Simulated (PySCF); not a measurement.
## Electron correlation in Pd⁺ (palladium, charge +1)

[Kr] 4d8 5s1, high-spin 4F determinant (an excited configuration). Calculation: PySCF 2.14, in x2c-TZVPPall (8s6p6d2f1g, 79 functions); the spin-free X2C one-electron Hamiltonian (Gaussian nucleus). Frozen: [Ar] 3d10; 17 electrons correlated.

MP2 pair energies summed by pair of shells (mhartree):

```tsv
pair	energy	share (%)
4d-4d	-211.45	39.4
4p-4d	-172.35	32.1
4p-4p	-51.78	9.6
4d-5s	-34.24	6.4
4s-4d	-29.24	5.4
4s-4p	-25.33	4.7
4p-5s	-7.97	1.5
4s-4s	-4.23	0.8
4s-5s	-0.63	0.1
```

Total MP2 correlation energy: -537.22 mhartree.

Same-spin part -177.63 and opposite-spin part -359.59 mhartree; SCS-MP2 scales them by 1/3 and 6/5 to -490.71 mhartree.

This basis was not built for core-valence correlation, so the inner-shell part is incomplete.
